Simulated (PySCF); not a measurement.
**H4MoO: breathing scan**

These are results of PBE0/[Mo def2-TZVP with ECP28, O def2-TZVP, H def2-TZVP], scalar-relativistic core potentials, density fitting, no spin–orbit coupling, PySCF, not measurements.

Rigid scan from the singlet minimum (Mo–H 1.654 Å (×2), Mo–H 1.709 Å (×2), Mo–O 1.643 Å; H–Mo–H 58.4°, H–Mo–H 66.0° (×2), H–Mo–H 118.6° (×2), H–Mo–H 130.5°, H–Mo–O 101.8° (×2), H–Mo–O 113.3° (×2)). Coordinate: all bonds to the central atom scaled together. Energies in kJ/mol from the minimum.

```tsv
scale of all bonds to the centre	E (kJ/mol)	dipole size (D)
0.88	332.2	1.90
0.92	133.1	2.00
0.96	30.0	2.14
1.00	0.0	2.29
1.04	24.5	2.45
1.08	89.0	2.61
1.14	236.3	2.84
1.22	485.2	3.13
1.35	925.2	3.53
```

At long bonds a restricted determinant can lie too high, and another spin state can fall below this curve.

Stability towards spin polarisation was not tested.

Other isomers or separated fragments may lie lower.
